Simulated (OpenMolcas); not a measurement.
## V2+ in MgO: curves along the breathing mode

V2+ with its 6 nearest oxide ions, on the Mg site of MgO (a = 4.2112 Å, distance in the model lattice 2.106 Å). The rest of the host is ab initio model potentials to 7.6 Å, with orthogonalisation functions on the cations behind the ligands, and point charges beyond; the distance is set by hand and nothing relaxes. Ligand basis ANO-RCC-VDZP.

```json
{"Program": "OpenMolcas 26.06", "Method": "SS-CASPT2, IPEA 0.25 Eh, imaginary shift 0.1 Eh (closed shells correlated: 3s 3p and the ligand valence shells)", "Basis": "ANO-RCC-VDZP [5s4p2d1f]", "Scalar Hamiltonian": "DKH2, point nucleus", "Active space": "3 electrons in 5 orbitals (3d)", "State averaging": "2S+1 = 4 even, 10 roots; 2S+1 = 2 even, 40 roots", "Spin-orbit coupling": "state interaction with AMFI integrals over the reference wave functions"}
```

Spin-free energies (labels of O, the rotations of Oh) in cm-1 above the lowest fitted minimum, as all ligands move together:

| R (Å) | 4A2 | 2E | 2T1 | 4T2 | 2T2 | 4T1 | 2A1 |
| --- | --- | --- | --- | --- | --- | --- | --- |
| 2.006 | 5400 | 18180 | 18850 | 25990 | 24880 | 33080 | 35100 |
| 2.053 | 1230 | 13980 | 14700 | 20400 | 20550 | 27370 | 29600 |
| 2.1 | 10 | 12730 | 13480 | 17930 | 19140 | 24740 | 27170 |
| 2.147 | 1500 | 14190 | 14990 | 18300 | 20460 | 24960 | 27570 |
| 2.195 | 5670 | 18330 | 19130 | 21460 | 24460 | 27960 | 30750 |
| 2.242 | 12260 | 24880 | 25690 | 27170 | 30870 | 33520 | 36490 |
| 2.289 | 21340 | 33910 | 34730 | 35070 | 39800 | 41700 | 44820 |

Cubic fits give the following; the wavenumber is harmonic, with the mass of all moving ligands, small differences in it between states hang on the degree of the fit, a number in brackets counts states of one label, and the table is a selection of at most 14 states with clean curves.

```tsv
State	R0 (Å)	Breathing mode (cm-1)	Minimum (cm-1)
4A2	2.098	660	0
2E	2.098	659	12720
2T1	2.098	658	13480
4T2	2.117	670	17730
2T2	2.101	658	19140
4T1	2.120	668	24480
2A1	2.117	668	26970
2T2(2)	2.118	667	31070
2T1(2)	2.117	668	31090
2E(2)	2.117	668	31450
2T1(3)	2.119	665	36270
4T1(2)	2.136	681	37740
2T2(3)	2.115	672	40890
2A2	2.116	667	41840
```

The minimum of 4T2 is shifted by +0.0187 Å against 4A2 (from the unrounded fits). With M = 96.0 u for the moving shell, the Huang-Rhys factor in this mode is S = M ω ΔR² / 2ħ = 0.01483 × 96.0 × 660 × 0.0187² = 0.33. Only the first shell moves, against a rigid host.

Roots that are degenerate in the reference are averaged as groups; the widest CASPT2 spread within a group is 710 cm-1 (the 3-fold group of multiplicity 4 near 13700 cm-1 above the lowest state of its run, R = 2.289). Shifts and gaps below about the spread of the groups concerned are not significant. Over all roots computed the reference weight is 0.72 in R = 2.006, 0.72 in R = 2.053, 0.72 in R = 2.1, 0.72 in R = 2.147, 0.71 to 0.72 in R = 2.195, 0.71 to 0.72 in R = 2.242, 0.71 to 0.72 in R = 2.289; a low but even weight reflects the number of correlated electrons. Ligand-to-metal charge-transfer states are missing. With no ligand orbital active B as a rule stays too high, so bands that hang on it stand too high and its fall with covalency is understated. With one d shell and no ligand orbital active, 10Dq can be off by tens of per cent for divalent 3d ions, low with halides held by bare charges and at times high in hosts. No measured value stands beside these numbers.
